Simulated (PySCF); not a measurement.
**F²⁺ (fluorine, charge +2) across methods**

[He] 2s2 2p3, high-spin 4S determinant. All numbers are calculated (PySCF 2.14, scalar relativity by spin-free X2C-1e, in aug-cc-pCVTZ-DK with one added diffuse shell each of s, p, d, f type (8s7p5d3f, 75 functions)).

| method | E (hartree) | mean ε 2s α (eV) | mean ε 2s β (eV) | mean ε 2p α (eV) | Σ⟨r²⟩ (bohr²) | ⟨S²⟩ |
| --- | --- | --- | --- | --- | --- | --- |
| B3LYP | -97.8979 | -73.997 | -65.598 | -54.155 | 5.036 | 3.752 |
| UHF | -97.69229 | -88.228 | -70.867 | -63.844 | 4.988 | 3.754 |
| HSE06 | -97.8328 | -74.647 | -65.273 | -54.360 | 5.029 | 3.752 |
| PBE | -97.8053 | -70.477 | -63.334 | -51.550 | 5.052 | 3.751 |
| LDA | -97.2362 | -69.978 | -63.177 | -51.574 | 5.071 | 3.751 |
| wB97X-V | -97.8829 | -77.173 | -68.784 | -57.041 | 5.039 | 3.752 |
| TPSSh | -97.9118 | -73.247 | -64.524 | -53.176 | 5.025 | 3.752 |
| r2SCAN | -97.8780 | -72.913 | -63.484 | -52.785 | 5.009 | 3.752 |
| PBE0 | -97.8247 | -75.094 | -65.695 | -54.797 | 5.027 | 3.752 |
